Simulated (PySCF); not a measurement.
AsH5, SMILES [AsH5]. Coordinates come from a PBE-D3(BJ)/def2-TZVP optimisation.

Computed equilibrium geometry at PBE-D3(BJ)/def2-TZVP (PySCF confirms it by a frequency run) as bond lengths and angles, and its point group:
point group D3h.
Atoms: As1 H2 H3 H4 H5 H6. Bonded distances (Å): As1–H2 1.616, As1–H3 1.616, As1–H4 1.545, As1–H5 1.545, As1–H6 1.545. Bond angles (°): H2–As1–H3 180.0, H2–As1–H4 90.0, H2–As1–H5 90.0, H2–As1–H6 90.0, H3–As1–H4 90.0, H3–As1–H5 90.0, H3–As1–H6 90.0, H4–As1–H5 120.0, H4–As1–H6 120.0, H5–As1–H6 120.0.
Charge 0, spin multiplicity 1.
